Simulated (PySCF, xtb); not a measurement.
2-chloroprop-1-ene (C3H5Cl), SMILES CC(Cl)=C.

GFN2-xTB in xtb at its own geometry gives an orbital gap of 4.87 eV and a dipole moment of 1.72 D.

Coordinates come from a PBE-D3(BJ)/def2-SVP optimisation.

Q: What does PBE/def2-TZVP (PySCF) give? (An estimate is asked for; the answer gives what the named calculation found.)

A: gap 4.99 eV (levels -6.13 and -1.14 eV), dipole 1.55 D.
